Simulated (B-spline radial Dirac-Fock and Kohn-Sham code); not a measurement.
**X-ray form factors of thulium in several charge states**

Level of theory: configuration-average Dirac-Fock orbitals; a radial finite-basis atomic code.

Configurations: Tm⁵¹⁺ [Ne] 3s2 3p6; Tm⁵²⁺ [Ne] 3s2 3p5; Tm⁵³⁺ [Ne] 3s2 3p4. The first column is f₀ of Tm⁵¹⁺, the others are differences from it.

```tsv
s (Å⁻¹)	Tm⁵¹⁺	Δ Tm⁵²⁺	Δ Tm⁵³⁺
0	18.000	-1.000	-2.000
0.1	17.968	-0.996	-1.993
0.2	17.873	-0.985	-1.971
0.3	17.715	-0.967	-1.935
0.4	17.499	-0.942	-1.886
0.5	17.226	-0.911	-1.824
0.7	16.533	-0.833	-1.669
0.9	15.677	-0.738	-1.480
1.1	14.708	-0.632	-1.271
1.4	13.154	-0.470	-0.948
```

Values without a named source are computed, but for edge energies of neutral atoms, which are taken from tables.
